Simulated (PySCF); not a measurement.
CH5F2NSi, SMILES C[Si](N)(F)F.

Geometry optimised at PBE0-D3(BJ)/def2-SVP. This is a generated structure with no PubChem entry under its InChIKey; it may be hypothetical. Other conformers were not sampled.

These are SMD-B3LYP/def2-SVP run with PySCF values and carry that method's errors.

Solvation free energies are E(SMD) − E(gas) at the gas-phase geometry, for 1 M in both phases. In vacuum the dipole moment is 2.78 D.

Computed solvation free energies in water, diethylether, toluene:
| solvent | ΔG(solv) (kcal/mol) | its non-electrostatic (CDS) part | dipole (D) |
|---|---|---|---|
| water | -2.7 | 4.4 | 3.37 |
| diethylether | -4.2 | 0.7 | 3.18 |
| toluene | -2.5 | 0.9 | 3.06 |
